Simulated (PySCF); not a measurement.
# Spinor energies of Ir⁶⁴⁺ (iridium, charge +64)

Start: [Ne] 3s2 3p1; 3p1/2 filled at m_j = +1/2. Calculated with PySCF 2.14 in an even-tempered Gaussian basis (17 s from 21 bohr⁻², ratio 2.4; 14 p from 28 bohr⁻², ratio 2.4; 4 d from 91 bohr⁻², ratio 2.6; 4 f from 140 bohr⁻², ratio 2.6): generalised Hartree-Fock with the X2C-1e Hamiltonian and a Gaussian nucleus; one run each with spin-orbit coupling (SO) switched off, then screened by Boettger's factors.

```tsv
spinor shell	electrons	ε, spin-free (eV)	ε, screened SO (eV)	weight of nominal j (screened SO)	rms radius, screened SO (bohr)
1s1/2	2	-82035.1	-82003.4	1.000	0.0197
2s1/2	2	-18743.9	-18732.1	1.000	0.0783
2p1/2	2	-17002.4	-18204.5	1.000	0.0663
2p3/2	4	-17002.4	-16518.3	1.000	0.0737
3s1/2	2	-7592.9	-7588.7	1.000	0.188
3p1/2	1	-7112.6	-7431.0	1.000	0.177
```

```tsv
quantity	spin-free	screened SO
E (hartree)	-12906.95936	-12938.22545
M_J	1/2	1/2
⟨J²⟩	1.099	0.750
⟨L²⟩	2.001	2.033
⟨S²⟩	0.750	0.782
```

Each row is a mean over spinors that exchange with the open shell spreads, by up to 22.937 eV (2p1/2).

Breit and QED terms are absent; they matter most for the inner s and p1/2 levels.

Densities and radii are taken from the X2C orbitals without a picture-change correction, which distorts them close to the nucleus.

Without spin-orbit coupling the j labels of p, d and f shells carry no meaning; the spin-free column gives the mean over the occupied spinors of each nl shell, and its ⟨J²⟩ belongs to a mixture of degenerate components.
